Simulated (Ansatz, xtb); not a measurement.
## A geometry optimisation of ClFSeSi with r2SCAN-D4/def2-SVP

The starting geometry of this gas-phase singlet has its atoms placed at random.

```tsv
atom	x (Å)	y (Å)	z (Å)
Cl	0.6280	0.7338	0.9451
F	-0.5925	-1.0228	0.8879
Se	0.2802	0.5862	-1.6757
Si	-1.5662	0.7954	0.5808
```

Q: Guess where an optimisation with r2SCAN-D4/def2-SVP ends from this start.

A: It ends as a structure with Cl1 bridging Se3 and Si4, given below by its coordinates. Distances that change by over a tenth: Cl1–Si4 (2.23 → 2.53 Å). Contacts that close: Cl1–Se3 (2.65 → 2.26 Å), F2–Si4 (2.09 → 1.63 Å), Se3–Si4 (2.92 → 2.44 Å).

The energy falls by 4.11 eV over 7 steps:

| step | E − E(last) (eV) |
| --- | --- |
| 1 | 4.107 |
| 2 | 1.546 |
| 3 | 0.498 |
| 4 | 0.111 |
| 5 | 0.006 |
| 6 | 0.000 |
| 7 | 0.000 |

Final geometry (Å):

| atom | x (Å) | y (Å) | z (Å) |
| --- | --- | --- | --- |
| Cl | 1.0291 | 1.1585 | 0.7202 |
| F | -1.1308 | -1.1504 | 0.8778 |
| Se | 0.2288 | 0.6698 | -1.3368 |
| Si | -1.3775 | 0.4148 | 0.4769 |

From the same start GFN2-xTB ends elsewhere, differing in Cl1–Si4 (3.13 against 2.53 Å here).

From so rough a start the end depends on the optimiser's path, so another program may land elsewhere. The end wasn't checked by frequencies. Run with Ansatz 0.2.0, 6.6 s on 2 threads of Intel(R) Xeon(R) 6975P-C (Granite Rapids) (shared host).
